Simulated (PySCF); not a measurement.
These 2 structures share the formula CH5F2NSi. Computed with PBE0-D3(BJ)/def2-SVP geometry optimisation, gas phase (PySCF). One conformer each; no zero-point energy, no entropy. No frequencies were run at this level. Point groups hold within 0.08 Å.

Question: Rank from lowest to highest electronic energy at this level (kJ/mol).
A. `[NH2:1][SiH2:2][CH:3]([F:4])[F:5]` with H–N1–Si2–C3 158° and -59°, N1–Si2–C3–F4 57°
B. `[CH3:1][NH:2][SiH:3]([F:4])[F:5]` with C1–N2–Si3–F4 -158°

Answer: B (0.0), A (347.9).

As drawn, the lower has an Si–F bond, which the higher lacks; the higher has two fluorines on one carbon and an Si–C bond, which the lower lacks.

```json
{"SMILES": "CN[SiH](F)F", "E (Eh)": "-584.45024", "E rel (kJ/mol)": "0.0", "dipole (D)": "2.68", "point group": "C1", "A, B, C (MHz)": "6273, 2897, 2181"}
{"SMILES": "N[SiH2]C(F)F", "E (Eh)": "-584.31772", "E rel (kJ/mol)": "347.9", "dipole (D)": "2.70", "point group": "C1", "A, B, C (MHz)": "6824, 2576, 2016"}
```

Q: How do the relative energies change in single points at CAM-B3LYP/pcSseg-2 (no added dispersion term) on the same geometries?

A: 
```tsv
SMILES	PBE0-D3(BJ)/def2-SVP (kJ/mol)	CAM-B3LYP/pcSseg-2 (kJ/mol)	shift
CN[SiH](F)F	0.0	0.0	0.0
N[SiH2]C(F)F	347.9	393.1	+45.2
```

Each column counts from its own lowest isomer. The order is unchanged; the largest shift is 45.2 kJ/mol.
